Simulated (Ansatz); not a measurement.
Cost and result for the atomization energy of C3H10GeO4, SMILES `C[O][Ge]([OH])([O]C)[O]C` (18 atoms, 17 bonds).

```json
{"atom": "C1", "x (Å)": "-0.081", "y (Å)": "-0.907", "z (Å)": "2.020"}
{"atom": "O2", "x (Å)": "0.398", "y (Å)": "-1.167", "z (Å)": "0.715"}
{"atom": "Ge3", "x (Å)": "0.126", "y (Å)": "0.034", "z (Å)": "-0.534"}
{"atom": "O4", "x (Å)": "0.876", "y (Å)": "-0.702", "z (Å)": "-1.943"}
{"atom": "O5", "x (Å)": "-1.574", "y (Å)": "0.397", "z (Å)": "-0.767"}
{"atom": "C6", "x (Å)": "-2.460", "y (Å)": "-0.657", "z (Å)": "-1.090"}
{"atom": "O7", "x (Å)": "0.805", "y (Å)": "1.600", "z (Å)": "-0.129"}
{"atom": "C8", "x (Å)": "2.187", "y (Å)": "1.693", "z (Å)": "0.153"}
{"atom": "H9", "x (Å)": "0.188", "y (Å)": "-1.761", "z (Å)": "2.644"}
{"atom": "H10", "x (Å)": "0.368", "y (Å)": "-0.005", "z (Å)": "2.451"}
{"atom": "H11", "x (Å)": "-1.171", "y (Å)": "-0.791", "z (Å)": "2.041"}
{"atom": "H12", "x (Å)": "0.801", "y (Å)": "-0.146", "z (Å)": "-2.722"}
{"atom": "H13", "x (Å)": "-3.460", "y (Å)": "-0.229", "z (Å)": "-1.183"}
{"atom": "H14", "x (Å)": "-2.483", "y (Å)": "-1.428", "z (Å)": "-0.311"}
{"atom": "H15", "x (Å)": "-2.197", "y (Å)": "-1.136", "z (Å)": "-2.040"}
{"atom": "H16", "x (Å)": "2.801", "y (Å)": "1.393", "z (Å)": "-0.704"}
{"atom": "H17", "x (Å)": "2.405", "y (Å)": "2.737", "z (Å)": "0.387"}
{"atom": "H18", "x (Å)": "2.474", "y (Å)": "1.077", "z (Å)": "1.013"}
```

Charge 0, multiplicity 1. Correlated methods include outer-core shells of Ge, which these sets cover unevenly. Scalar relativity is left out up to krypton. Geometry: relaxed with PBE0-D4/def2-TZVP. It is one conformer, not always the lowest. Program: Ansatz. All runs use 5 threads of an AMD EPYC 7R13 on a shared host and a share of an NVIDIA H100 80 GB. Times are those of one run each, without the atoms' runs, and a repeat can differ threefold. Electronic energies, without spin–orbit coupling; frozen cores. CCSD(T)/CBS adds CCSD(T) − MP2 in def2-TZVPP to the MP2 limit, and its time is that of the two runs behind it. T1 = 0.012. With those shells the extrapolation isn't a true limit. B3LYP takes the VWN-RPA correlation (the form of Gaussian; ORCA's B3LYP/G). HSE06 is the plane-wave form, built on full-range PBE exchange.

CCSD(T)/CBS is a level of theory with its own doubt, some kJ/mol a heavy atom from the limit and from the frozen cores, so smaller differences don't rank the functionals.

```csv
level,functions,wall time
BLYP-D4/def2-TZVPP,405,4.2 s
r2SCANh-D4/def2-TZVPP,405,4.8 s
LDA (SPW92)/def2-TZVPP,405,5.5 s
HSE06-D4/def2-TZVPP,405,5.5 s
BHLYP-D4/def2-TZVPP,405,5.5 s
PBE0-D4/def2-TZVPP,405,6 s
PBE-QIDH/def2-TZVPP,405,7 s
CCSD(T)/def2-SVP,180,7.5 s
B3LYP-D4/def2-TZVPP (with forces),405,8 s
B2PLYP/def2-TZVPP,405,8.5 s
MP2/def2-QZVPP,788,13 s
CCSD(T)/def2-TZVPP,405,24 s
CCSD(T)/CBS(def2),–,37 s
```

What atomization energy does each give, and how far from CCSD(T)/CBS? (Estimate.)

Ansatz gave: 
| level | atomization (kcal/mol) | difference from CCSD(T)/CBS | per bond |
| --- | --- | --- | --- |
| BLYP-D4/def2-TZVPP | 1643.2 | -10.0 | -0.6 |
| r2SCANh-D4/def2-TZVPP | 1636.2 | -17.0 | -1.0 |
| LDA (SPW92)/def2-TZVPP | 1906.5 | 253.3 | 14.9 |
| HSE06-D4/def2-TZVPP | 1641.4 | -11.8 | -0.7 |
| BHLYP-D4/def2-TZVPP | 1582.5 | -70.7 | -4.2 |
| PBE0-D4/def2-TZVPP | 1640.0 | -13.2 | -0.8 |
| PBE-QIDH/def2-TZVPP | 1632.1 | -21.1 | -1.2 |
| CCSD(T)/def2-SVP | 1555.3 | -97.9 | -5.8 |
| B3LYP-D4/def2-TZVPP (with forces) | 1640.1 | -13.1 | -0.8 |
| B2PLYP/def2-TZVPP | 1628.5 | -24.7 | -1.5 |
| MP2/def2-QZVPP | 1671.2 | 18.0 | 1.1 |
| CCSD(T)/def2-TZVPP | 1612.2 | -41.0 | -2.4 |
| CCSD(T)/CBS(def2) | 1653.2 | 0.0 | 0.0 |

Leaving LDA and LC-ωPBE aside and taking each functional with its dispersion term where it has one, the values, not all of them listed here, spread over 95.9 kcal/mol, from BHLYP-D4 to PBE-D4. LDA lies +237.6 kcal/mol from PBE without D4, its usual overbinding. In def2-TZVPP, CCSD(T) changes the Hartree–Fock value by +452.6 kcal/mol (the triples alone add +26.8 kcal/mol) and MP2 by +487.4 kcal/mol; breaking electron pairs costs correlation energy, which Hartree–Fock lacks. From r2SCAN to r2SCAN0 (25 % exact exchange), in def2-TZVPP and without D4, the atomization energy moves by −34.2 kcal/mol: exact exchange takes away binding that semilocal exchange gives to molecules.
